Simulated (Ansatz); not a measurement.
Pulling on the In1–Cl2 bond in InCl (multiplicity 1 held). Energies count from the point at 2.441 Å.


Signs of static correlation in def2-SVP, with CASSCF(10,8), from Ansatz (a quantum-chemistry and plane-wave program) runs.

```tsv
R (Å)	T1 of restricted CCSD	⟨S²⟩ of UHF	largest double amplitude of restricted CCSD	weight of the CASSCF reference in MRCISD	CASSCF natural occupations
1.953	0.010	0.000	0.089	0.941	2.00 2.00 2.00 1.99 1.92 0.04 0.04 0.01
2.197	0.012	0.000	0.086	0.941	2.00 2.00 2.00 1.99 1.92 0.04 0.04 0.01
2.441	0.014	0.000	0.076	0.942	2.00 1.99 1.99 1.98 1.92 0.04 0.04 0.02
2.685	0.016	0.000	0.059	0.943	2.00 2.00 2.00 1.98 1.92 0.04 0.04 0.02
2.929	0.019	0.000	0.067	0.943	2.00 2.00 2.00 1.98 1.92 0.04 0.04 0.03
3.295	0.024	0.000	0.087	0.943	2.00 2.00 2.00 1.97 1.92 0.04 0.04 0.04
3.661	0.030	0.000	0.094	0.943	2.00 2.00 2.00 1.96 1.92 0.05 0.04 0.04
4.272	0.048	(withheld)	0.123	0.942	2.00 2.00 2.00 1.93 1.90 0.09 0.04 0.04
4.882	0.086	0.961	(withheld)	0.939	2.00 2.00 2.00 1.93 1.64 0.36 0.04 0.04
5.614	0.183	1.006	0.540	0.939	2.00 2.00 2.00 1.93 1.26 0.74 0.03 0.03
6.591	0.089	1.014	0.104	0.938	2.00 2.00 2.00 1.93 1.07 0.93 0.03 0.03
7.811	0.438	1.014	2.371	0.938	2.00 2.00 2.00 1.93 1.01 0.99 0.03 0.03
9.764	0.397	1.014	2.156	0.938	2.00 2.00 2.00 1.93 1.00 1.00 0.03 0.03
```

Q: Fill in the missing entries.

A: 
- 4.272, ⟨S²⟩ of UHF: 0.687
- 4.882, largest double amplitude of restricted CCSD: 0.210

Doubts at one or more of the structures used: a restricted determinant that unrestricted orbitals would lower (R-CCSD(T)/def2-SVP); T1 above 0.05 (R-CCSD(T)/def2-SVP, U-CCSD(T)/def2-SVP); other coupled-cluster roots lie near (R-CCSD(T)/def2-SVP, U-CCSD(T)/def2-SVP); a spin-contaminated determinant (U-CCSD(T)/def2-SVP); the program's own flag: other amplitudes (U-CCSD(T)/def2-SVP); the program's own flag: lower state (U-CCSD(T)/def2-SVP).
